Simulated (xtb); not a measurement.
C2H5FN2Si, SMILES N[Si@@H]1C=N[C@@H]1F. All values are semi-empirical tight-binding results from xtb (GFN2-xTB unless named), good for trends rather than for accurate numbers. Geometry optimised at GFN2-xTB. The structure was generated by enumeration; whether it is a known compound was not checked. The values are those of a single conformer.

Optimised geometry:

Bond lengths (Å): N1–Si2 1.710, N1–H7 1.009, N1–H8 1.007, Si2–C3 1.914, Si2–C5 1.965, Si2–H9 1.455, C3–N4 1.275, C3–H10 1.081, N4–C5 1.464, C5–F6 1.380, C5–H11 1.095. Angles (°): Si2–N1–H7 119.5, Si2–N1–H8 120.3, H7–N1–H8 110.6, N1–Si2–C3 114.9, N1–Si2–C5 119.8, N1–Si2–H9 110.8, C3–Si2–C5 67.1, C3–Si2–H9 120.8, C5–Si2–H9 117.5, Si2–C3–N4 99.3, Si2–C3–H10 140.5, N4–C3–H10 120.1, C3–N4–C5 102.9, Si2–C5–N4 90.7, Si2–C5–F6 116.0, Si2–C5–H11 122.1, N4–C5–F6 111.1, N4–C5–H11 110.4, F6–C5–H11 105.7.

Problem. Estimate the properties. (An estimate is asked for; the answer gives what the named calculation found.)

Solution. 
* **orbital gap**: 2.66 eV
* **dipole moment**: 4.50 D
* **zero-point energy**: 45.2 kcal/mol
* **G − E(el) at 298.15 K (modified RRHO)**: 25.4 kcal/mol
* **static polarisability (D4 model)**: 65.7 bohr³
* **solvation energy, GFN2-xTB/ALPB(water)**: -8.6 kcal/mol
* **solvation energy, GFN2-xTB/ALPB(octanol)**: -8.4 kcal/mol

Computed atomic charges and the Wiberg bond orders between heavy atoms:
charges (e) N1 -0.38, Si2 0.49, C3 -0.03, N4 -0.25, C5 0.09, F6 -0.27, H7 0.18, H8 0.17, H9 -0.06, H10 0.04, H11 0.02. Bond orders N1–Si2 1.21, Si2–C3 0.84, C3–N4 1.95, Si2–C5 0.79, N4–C5 1.02, C5–F6 0.93.
